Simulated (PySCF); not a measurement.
# input.py for AlSn

Input:

```python
from pyscf import gto, scf

mol = gto.M(
    atom='Al 0 0 0; Sn 0 0 2.291',
    basis='sbkjc',
    ecp={'Al': 'sbkjc', 'Sn': 'sbkjc'},
    charge=0,
    spin=3,
    verbose=4,
)
mf = scf.UHF(mol)
mf.kernel()
mf.dip_moment()
print('orbital energies (hartree):', [e[max(0, n-3):n+3].round(4) for e, n in zip(mf.mo_energy, mol.nelec)])
```

```bash
$ OMP_NUM_THREADS=1 python input.py
```

It prints (some set-up lines and the per-cycle HOMO/LUMO lines with their warnings removed):

```
PySCF version 2.14.0

[INPUT] verbose = 4
[INPUT] num. atoms = 2
[INPUT] num. electrons = 7
[INPUT] charge = 0
[INPUT] spin (= nelec alpha-beta = 2S) = 3
[INPUT] symmetry False subgroup None
[INPUT] Mole.unit = angstrom
[INPUT] Symbol           X                Y                Z      unit          X                Y                Z       unit  Magmom
[INPUT]  1 Al     0.000000000000   0.000000000000   0.000000000000 AA    0.000000000000   0.000000000000   0.000000000000 Bohr   0.0
[INPUT]  2 Sn     0.000000000000   0.000000000000   2.291000000000 AA    0.000000000000   0.000000000000   4.329362551379 Bohr   0.0

nuclear repulsion = 2.77177063773025
number of shells = 8
number of NR pGTOs = 36
number of NR cGTOs = 16
basis = sbkjc
ecp = {'Al': 'sbkjc', 'Sn': 'sbkjc'}

******** <class 'pyscf.scf.uhf.UHF'> ********
method = UHF
initial guess = minao
damping factor = 0
level_shift factor = 0
DIIS = <class 'pyscf.scf.diis.CDIIS'>
diis_start_cycle = 1
diis_space = 8
diis_damp = 0
SCF conv_tol = 1e-09
SCF conv_tol_grad = None
SCF max_cycles = 50
direct_scf = True
direct_scf_tol = 1e-13
number electrons alpha = 5  beta = 2
Set gradient conv threshold to 3.16228e-05
init E= -4.75171785524383

cycle= 1 E= -5.12236000265496  delta_E= -0.371  |g|= 0.101  |ddm|= 1.86
cycle= 2 E= -5.14456230070904  delta_E= -0.0222  |g|= 0.0307  |ddm|= 0.659
cycle= 3 E= -5.14649332322888  delta_E= -0.00193  |g|= 0.0112  |ddm|= 0.186
cycle= 4 E= -5.14677933836533  delta_E= -0.000286  |g|= 0.00299  |ddm|= 0.098
cycle= 5 E= -5.14681058622533  delta_E= -3.12e-05  |g|= 0.0013  |ddm|= 0.0327
cycle= 6 E= -5.14682002387887  delta_E= -9.44e-06  |g|= 0.000834  |ddm|= 0.0158
cycle= 7 E= -5.1468281011203  delta_E= -8.08e-06  |g|= 0.000551  |ddm|= 0.015
cycle= 8 E= -5.14683471867379  delta_E= -6.62e-06  |g|= 0.000262  |ddm|= 0.0155
cycle= 9 E= -5.14683629475801  delta_E= -1.58e-06  |g|= 5.95e-05  |ddm|= 0.0093
cycle= 10 E= -5.14683632611917  delta_E= -3.14e-08  |g|= 1.26e-05  |ddm|= 0.00122
cycle= 11 E= -5.14683632673574  delta_E= -6.17e-10  |g|= 2.5e-06  |ddm|= 0.00017
Extra cycle  E= -5.14683632675134  delta_E= -1.56e-11  |g|= 1.12e-06  |ddm|= 2.42e-05
converged SCF energy = -5.14683632675134  <S^2> = 3.7620703  2S+1 = 4.0060306
Dipole moment(X, Y, Z, Debye):  0.00000, -0.00000, -1.28396
orbital energies (hartree): [array([-0.28  , -0.28  , -0.2763,  0.0227,  0.0227,  0.109 ]), array([-0.539 , -0.3002, -0.0026, -0.0026,  0.0111])]
```

In short: E(SCF) = -5.146836 Eh, 11 cycles, ⟨S²⟩ = 3.762, μz(SCF) = -1.28 D.

Run time: 0.6 s on 1 thread of Intel Xeon Platinum 8488C (shared host).

The bond length is a typed value, not an optimised one. No search for the lowest solution was made.
